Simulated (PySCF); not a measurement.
Al₂O₃, SMILES [O][Al][O][Al][O] (connectivity only; charge and spin as stated), neutral, multiplicity 1.

Geometry: PBE-D3(BJ)/def2-SVP. Other conformers were not sampled.

Method: PySCF with PBE-D3(BJ)/def2-SVP.

Frequencies are harmonic and unscaled.

Modes within 1.5 cm⁻¹ of each other (mostly degenerate sets) share a row, with their intensities summed.

```tsv
mode	ν (cm⁻¹)	IR (km/mol)	moving atoms (share of kinetic energy)
1–2	45	40.4	O 95 %
3–4	179	0.0	Al 69 %, O 31 %
5–6	254	210.7	O 57 %, Al 43 %
7	418	0.0	O 51 %, Al 49 %
8	913	45.6	O 98 %
9	1120	0.0	Al 51 %, O 49 %
10	1214	391.3	O 55 %, Al 45 %
```
